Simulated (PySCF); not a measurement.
Compound: C₅H₁₀Se.
Numbering: `[CH3:1][CH2:2][CH2:3][CH2:4][CH:5]=[Se:6]` (hydrogens: H7, H8, H9 on C1; H10, H11 on C2; H12, H13 on C3; H14, H15 on C4; H16 on C5)

Vertical excitations from PySCF (density fitting, frozen core in the response, grid level 2 and gas phase unless stated; continuum runs use non-equilibrium linear response for the excitations) on a GFN2-xTB geometry. Reference run:

```json
{"settings": "PBE0/def2-SVPD, full TDDFT, 6 singlets", "S1, eV (f)": "2.10 (0.000)", "S2, eV (f)": "5.25 (0.295)", "S3, eV (f)": "5.63 (0.012)", "S4, eV (f)": "5.68 (0.055)", "S5, eV (f)": "5.95 (0.081)", "S6, eV (f)": "6.23 (0.001)", "T1, eV (Tamm–Dancoff)": "1.62", "mean α (au)": "93.9"}
```

Problem. What do these settings give: (1) BHandHLYP/cc-pVDZ, energy threshold 1e-06 Eh, full TDDFT, 12 singlets; (2) PBE0/pcSseg-1, IEF-PCM dimethylsulfoxide, level shift 0.2 Eh, full TDDFT, 1 singlet?

Solution. 
| settings | S1, eV (f) | S2, eV (f) | S3, eV (f) | S4, eV (f) | S5, eV (f) | S6, eV (f) | T1, eV (Tamm–Dancoff) | mean α (au) |
| --- | --- | --- | --- | --- | --- | --- | --- | --- |
| BHandHLYP/cc-pVDZ, energy threshold 1e-06 Eh, full TDDFT, 12 singlets | 2.25 (0.000) | 5.41 (0.308) | 5.92 (0.002) | 6.86 (0.022) | 7.35 (0.004) | 7.81 (0.008) | 1.77 | 76.3 |
| PBE0/pcSseg-1, IEF-PCM dimethylsulfoxide, level shift 0.2 Eh, full TDDFT, 1 singlet | 2.28 (0.000) | – | – | – | – | – | 1.83 | 106.8 |

(1) S1 moves by +0.15 eV; functional and basis change together, so the shift can't be laid on one. (2) S1 moves by +0.18 eV; basis and environment change together, so the shift can't be laid on one. States are counted by energy in each run and needn't keep their character from row to row.

Problem. Which orbital pairs make up S1 in each run, and how does it sit against the orbital gap?

Solution. 
```
                                                                           settings  S1 configurations (weight)  S1 (eV)  orbital gap (eV)  S1 − gap (eV)
                                             PBE0/def2-SVPD, full TDDFT, 6 singlets                    H→L 1.00     2.10              3.77          -1.67
              BHandHLYP/cc-pVDZ, energy threshold 1e-06 Eh, full TDDFT, 12 singlets                    H→L 1.00     2.25              5.87          -3.62
PBE0/pcSseg-1, IEF-PCM dimethylsulfoxide, level shift 0.2 Eh, full TDDFT, 1 singlet                    H→L 1.00     2.28              3.98          -1.70
```

Geometry: GFN2-xTB, one conformer. The PBE0/def2-SVPD calculation is non-relativistic and has no spin–orbit coupling, an omission that weighs most on selenium.

Shape of the structure used: `[CH3:1][CH2:2][CH2:3][CH2:4][CH:5]=[Se:6]`: C1–C2–C3–C4 179°, C2–C3–C4–C5 178°, C3–C4–C5–Se6 125°.
